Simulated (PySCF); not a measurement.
Static response to an electric field

Heptafluoropropyl bromide, C3BrF7.
Cartesian coordinates in Å at the PBE0-D3(BJ)/def2-SVP level; atoms count from 1:
```xyz
11
C3BrF7 angstrom
F     -2.355    0.124   -0.599
C     -1.340    0.043    0.247
F     -1.401    1.060    1.091
F     -1.435   -1.090    0.925
C     -0.019    0.091   -0.564
F      0.048    1.292   -1.142
F     -0.081   -0.857   -1.500
C      1.259   -0.135    0.282
F      1.238   -1.358    0.794
F      1.293    0.748    1.273
Br     2.830    0.071   -0.825
```

Level: wB97X-D/def2-SVPD (PySCF), static field, nuclei fixed, core orbitals frozen in the response. The polarisability tensor in these axes (au):

```
x   74.37  0.75 -6.34
y    0.75 57.02 -0.48
z   -6.34 -0.48 60.03
```

Task: What are the eigenvalues, a third of the trace, and Δα (Δα² = ½Σ(αi − αj)² over the three pairs)?

Result: Principal values 56.94, 57.68 and 76.81 au; mean 63.81 au = 9.46 Å³ = 10.52 × 10⁻⁴⁰ C²·m²/J; Δα = 19.51 au (31 % of the mean).

Task: What is the dipole moment, and where does it point?

Result: (0.52, 0.02, -0.15) D, 0.55 D in size, pointing from the negative to the positive side. Measured along this direction, the outermost atoms are F1 at the negative end and Br11 at the positive end.

Task: What depolarisation ratio follows for Rayleigh scattering of linearly polarised light, taking the static tensor?

Result: ρ = 3Δα²/(45ᾱ² + 4Δα²) = 1141.9/(183209 + 1522.5) = 0.00618.

Task: What molar refraction does this α imply?

Result: Lorentz–Lorenz: R = (4π/3)N_A α = 2.5225 cm³/(mol·Å³) × 9.46 Å³ = 23.9 cm³/mol, in the limit of long wavelengths.

Task: What would n − 1 = 2πNα be for an ideal gas of these molecules at 400 K and 1 atm, electronic part alone?

Result: N = p/kT = 1.8347 × 10¹⁹ cm⁻³, so n − 1 = 2π × N × 9.46 × 10⁻²⁴ cm³ = 1090 × 10⁻⁶ at long wavelengths, for an ideal gas.

The structure is a single PBE0-D3(BJ)/def2-SVP conformer in the gas phase; no vibrational or solvent corrections. The calculation is non-relativistic, for bromine too.
